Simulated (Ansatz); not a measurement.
Input file for Ansatz (a quantum-chemistry and plane-wave program): R-PBE0/def2-TZVPP on GeH4S (SMILES [SH][GeH3]), a point of a torsion scan.

Ansatz 0.2 input:
```yaml
crystal:
  periodic: [false, false, false]
  atoms:
    - {symbol: S, position_ang: [1.50145708, -0.82514085, -0.10110205]}
    - {symbol: Ge, position_ang: [-0.54198653, -0.01706981, 0.00542880]}
    - {symbol: H, position_ang: [2.08948157, 0.35390759, 0.03982923]}
    - {symbol: H, position_ang: [-1.28534272, -0.33011175, -1.25755084]}
    - {symbol: H, position_ang: [-0.47655973, 1.46862535, 0.18656587]}
    - {symbol: H, position_ang: [-1.27597359, -0.62554221, 1.16159184]}
basis:
  gaussian:
    orbitals: def2-TZVPP
hamiltonian:
  xc: {name: PBE0}
scf: {lower_state_search: off}
```

The log:

```
WARN ansatz: RAYON_NUM_THREADS=1 ignored (pool sized by the plan → 1); use --threads N
Functional definition: PBE0
these checks for a lower state are left out or cut short: stability, starts, cluster_reference, orbital_swaps, neighbouring_geometries, increment
integrals: 0.06 GiB planned
952 factors; their error is unknown
mean field: 0.56 GiB planned
mean field evaluation 1: about -67407.6631 eV, gradient 2.0e1 eV
mean field evaluation 2: about -67407.7979 eV, gradient 2.1e1 eV
mean field evaluation 4: about -67408.2525 eV, gradient 7.4e-1 eV
mean field evaluation 8: about -67408.5346 eV, gradient 1.3e-1 eV
mean field evaluation 16: about -67408.5346 eV, gradient 5.6e-6 eV
mean field -67408.53464477 eV, -2477.2179570493 hartree, gradient 5.6e-6 eV, S^2 0.000000; 0 other end points of the search recorded, 0 dependent functions left out
reference -67408.53467027 eV, -2477.2179579866 hartree; 26, 26 occupied and 120, 120 virtual orbitals, 952 factors
Total energy: -67408.53467027 eV, -2477.2179579866 hartree
Checks for a lower state left out: stability, starts, cluster_reference, orbital_swaps, neighbouring_geometries, increment
```

The run converged.

Cost: very roughly 1.4 core-seconds.
